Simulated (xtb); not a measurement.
C3H8OSi, SMILES O[SiH]1CCC1. All values are semi-empirical tight-binding results from xtb (GFN2-xTB unless named), good for trends rather than for accurate numbers. Geometry optimised at GFN2-xTB. One conformer was computed; it need not be the lowest.

Optimised geometry:

Bonds (Å): O1–Si2 1.627, O1–H6 0.953, Si2–C3 1.901, Si2–C5 1.910, Si2–H7 1.463, C3–C4 1.543, C3–H8 1.087, C3–H9 1.088, C4–C5 1.543, C4–H10 1.089, C4–H11 1.089, C5–H12 1.089, C5–H13 1.087. Bond angles (°): Si2–O1–H6 122.0, O1–Si2–C3 112.3, O1–Si2–C5 119.2, O1–Si2–H7 110.7, C3–Si2–C5 76.7, C3–Si2–H7 118.8, C5–Si2–H7 115.6, Si2–C3–C4 90.7, Si2–C3–H8 118.5, Si2–C3–H9 113.8, C4–C3–H8 113.8, C4–C3–H9 112.0, H8–C3–H9 107.5, C3–C4–C5 100.1, C3–C4–H10 110.6, C3–C4–H11 113.6, C5–C4–H10 110.7, C5–C4–H11 113.6, H10–C4–H11 108.1, Si2–C5–C4 90.3, Si2–C5–H12 114.1, Si2–C5–H13 119.3, C4–C5–H12 111.5, C4–C5–H13 113.6, H12–C5–H13 107.3.

Computed properties:
| Quantity | Result |
|---|---|
| orbital gap | 5.34 eV |
| dipole moment | 1.72 D |
| zero-point energy | 65.0 kcal/mol |
| G − E(el) at 298.15 K (modified RRHO) | 46.2 kcal/mol |
| static polarisability (D4 model) | 66.1 bohr³ |
| solvation energy, GFN2-xTB/ALPB(water) | -4.5 kcal/mol |
| solvation energy, GFN2-xTB/ALPB(hexane) | -3.0 kcal/mol |

Computed atomic charges and the Wiberg bond orders between heavy atoms:
charges (e) O1 -0.46, Si2 0.53, C3 -0.16, C4 -0.06, C5 -0.17, H6 0.30, H7 -0.08, H8 0.01, H9 0.03, H10 0.01, H11 0.02, H12 0.02, H13 0.01. Bond orders O1–Si2 1.19, Si2–C3 0.87, C3–C4 1.03, Si2–C5 0.86, C4–C5 1.03.
